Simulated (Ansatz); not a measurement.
One change: `ClCC1=C[SiH2]1` becomes `[SiH3]C1=C[SiH2]1`.

Ansatz, PBE0-D4/def2-TZVP geometries, multiplicity 1. Each molecule was computed in one conformer, which needn't be the lowest.

```
                                          property  `ClCC1=C[SiH2]1`
             HOMO–LUMO gap (B3LYP/def2-TZVPP) / eV              6.66
           HOMO–LUMO gap (ωB97M-V/def2-TZVPP) / eV             11.38
    zero-point energy (PBE0-D4/def2-TZVP) / kJ/mol             175.3
               HOMO energy (B3LYP/def2-TZVPP) / eV             -7.44
               LUMO energy (B3LYP/def2-TZVPP) / eV             -0.79
size of the dipole moment (ωB97M-V/def2-TZVPP) / D              1.81
```

**Question.** Give the same properties after the change, and the shifts. (Estimate.)

**Answer.** The calculation gave: 
| property | `[SiH3]C1=C[SiH2]1` | shift |
| --- | --- | --- |
| HOMO–LUMO gap (B3LYP/def2-TZVPP) / eV | 5.98 | -0.68 |
| HOMO–LUMO gap (ωB97M-V/def2-TZVPP) / eV | 10.61 | -0.77 |
| zero-point energy (PBE0-D4/def2-TZVP) / kJ/mol | 163.9 | -11.4 |
| HOMO energy (B3LYP/def2-TZVPP) / eV | -7.00 | 0.44 |
| LUMO energy (B3LYP/def2-TZVPP) / eV | -1.02 | -0.23 |
| size of the dipole moment (ωB97M-V/def2-TZVPP) / D | 0.43 | -1.38 |

With PBE0 the HOMO rises by 0.44 eV and the LUMO falls by 0.26 eV, so the gap narrows by about 0.70 eV. PBE moves the HOMO by 0.37 eV and ωB97M-V by 0.51 eV. Dipoles are sizes alone; their direction can turn.

B3LYP here is the variant with VWN-RPA as its local correlation; programs differ in this.
